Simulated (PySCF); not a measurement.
# Spectroscopy problems

PySCF 2.14.0 with density-fitted response routines calculation with shieldings: GIAO PBE0/pcSseg-1 and GFN2-xTB structure; non-relativistic Hamiltonian, fast rotation and ring inversion assumed for equivalent nuclei, no solvent model, a single conformation.

Referencing at the same level of theory: ¹H and ¹³C vs TMS. Splittings of carbon signals by F and P are missing where no couplings were computed. Where no couplings were computed, multiplicities follow the n + 1 count of equivalent neighbours, and m marks all less simple cases (inequivalent or close neighbours, rings, F or P nearby). Shifts are as computed. Against solution values, carbons near 30 ppm lie about +3 ppm off and those near 130 ppm about +5 ppm. Of 1211 compounds with measured shifts, 218 miss one by over three times the rms of a fit or turn the order of signals round; such compounds aren't used in these exercises. OH and NH positions are gas-phase values without hydrogen bonding to other molecules.

Q: C2H11NO3Si3. ¹H NMR (300 MHz, computed): δ 5.17 (m, 2H), 5.14 (m, 2H), 2.78 (s, 3H), 0.64 (br s, 1H), 0.17 (s, 3H). ¹³C{¹H} NMR (computed): δ 29.0 (CH3), -1.1 (CH3). Give a structure.

A: SMILES CN[Si]1(C)O[SiH2]O[SiH2]O1. The formula gives 1 degree of unsaturation (1 ring in the answer). 2 carbon signals for 2 carbons: no two carbons are equivalent. Carbon types of the structure: 2 × CH3, leaving 5 H on heteroatoms. δC 29.0: methyl carbon bonded to N; pulled downfield by the heteroatom. δC -1.1: methyl carbon bonded to Si; an electropositive neighbour leaves it electron-rich and shielded. δH 0.64: hydrogen on a nitrogen bonded to C, Si; exchangeable; this is the value without hydrogen bonding to other molecules. δH 0.17: hydrogen on a methyl carbon bonded to Si; an electropositive neighbour shields it, as in TMS itself.

The shifts were computed for this structure.

Q: C7H7NP2. ¹H NMR (300 MHz, computed): δ 9.57 (m, 1H), 3.25 (m, 3H), 3.02 (m, 3H). ¹³C{¹H} NMR (computed): δ 185.8, 180.6, 169.7, 150.3, 123.6, 29.8, 28.8. What is it?

A: SMILES Cc1cpc(C)c(C#N)p1. 7 carbon signals for 7 carbons: no two carbons are equivalent. Carbon types of the structure: 4 × C, 1 × CH, 2 × CH3, which accounts for all hydrogens. δC 185.8, 180.6, 150.3: substituted aromatic carbon. δC 169.7: aromatic CH. δC 123.6: nitrile carbon; C≡N carbons fall here, among the sp2 signals but without a proton. δH 9.57: hydrogen on an aromatic CH; aromatic region.

This is the structure that produced the data.
